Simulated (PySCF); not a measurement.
Compound: C6H5F.
Structure used (PBE0-D3(BJ)/def2-SVP), in Å, numbered top down from 1:
```
atom  x, y, z in Å
C1     2.7534    0.6758    0.4335
C2     2.0363   -0.4587    0.3841
C3     0.6303   -0.5150    0.2089
C4    -0.5783   -0.5764    0.0580
C5    -1.9778   -0.6705   -0.1149
C6    -2.7968    0.3792   -0.2712
F7    -2.3655    1.6271   -0.2786
H8     3.8366    0.6461    0.5711
H9     2.2770    1.6545    0.3376
H10    2.5487   -1.4236    0.4839
H11   -2.4421   -1.6615   -0.1247
H12   -3.8788    0.2951   -0.4047
```

The closed-shell ground state was solved at several levels (PySCF, density fitting, gas phase, non-relativistic).

```json
{"level": "BLYP/pcSseg-1", "basis functions": "144", "total energy (Eh)": "-331.2576", "HOMO (eV)": "-5.33", "LUMO (eV)": "-2.16", "gap (eV)": "3.17", "dipole (D)": "0.98"}
{"level": "PBE0/6-31G", "basis functions": "73", "total energy (Eh)": "-330.9173", "HOMO (eV)": "-6.24", "LUMO (eV)": "-1.14", "gap (eV)": "5.10", "dipole (D)": "1.23"}
{"level": "PBE0/6-31G*", "basis functions": "108", "total energy (Eh)": "-330.9870", "HOMO (eV)": "-6.12", "LUMO (eV)": "-1.09", "gap (eV)": "5.03", "dipole (D)": "0.96"}
{"level": "PBE/def2-SVPD", "basis functions": "183", "total energy (Eh)": "-330.7578", "HOMO (eV)": "-5.56", "LUMO (eV)": "-2.40", "gap (eV)": "3.16", "dipole (D)": "0.97"}
{"level": "BHandHLYP/def2-SVPD", "basis functions": "183", "total energy (Eh)": "-330.9596", "HOMO (eV)": "-7.35", "LUMO (eV)": "-0.55", "gap (eV)": "6.80", "dipole (D)": "1.07"}
{"level": "PBE0/6-311+G(2d,p)", "basis functions": "219", "total energy (Eh)": "-331.0932", "HOMO (eV)": "-6.49", "LUMO (eV)": "-1.56", "gap (eV)": "4.93", "dipole (D)": "1.02"}
{"level": "PBE0/def2-TZVP", "basis functions": "247", "total energy (Eh)": "-331.1240", "HOMO (eV)": "-6.46", "LUMO (eV)": "-1.51", "gap (eV)": "4.95", "dipole (D)": "0.99"}
{"level": "PBE0/pcSseg-2", "basis functions": "322", "total energy (Eh)": "-331.1236", "HOMO (eV)": "-6.49", "LUMO (eV)": "-1.55", "gap (eV)": "4.94", "dipole (D)": "1.01"}
{"level": "PBE0/aug-cc-pVDZ", "basis functions": "206", "total energy (Eh)": "-331.0355", "HOMO (eV)": "-6.48", "LUMO (eV)": "-1.55", "gap (eV)": "4.93", "dipole (D)": "0.98"}
```

**Question.** What might wB97X-D/def2-SVPD (183 basis functions) give for the same quantities?

**Answer.** Total energy -331.0288 Eh, HOMO -8.22 eV, LUMO 0.14 eV, gap 8.36 eV, dipole 1.00 D.

**Question.** How much does the basis alone move the frontier levels among the 6 PBE0 rows?

**Answer.** The HOMO by 0.37 eV and the LUMO by 0.47 eV. By rising basis size (HOMO, LUMO in eV): 6-31G -6.24, -1.14; 6-31G* -6.12, -1.09; aug-cc-pVDZ -6.48, -1.55; 6-311+G(2d,p) -6.49, -1.56; def2-TZVP -6.46, -1.51; pcSseg-2 -6.49, -1.55.

**Question.** How far do the dipole and the HOMO energy spread over the levels?

**Answer.** The dipole runs from 0.96 to 1.23 D (mean 1.02 D) and the HOMO from -8.22 to -5.33 eV.

wB97X-D is run here without its empirical dispersion term; that term would change no orbital, density or response property at a fixed geometry.
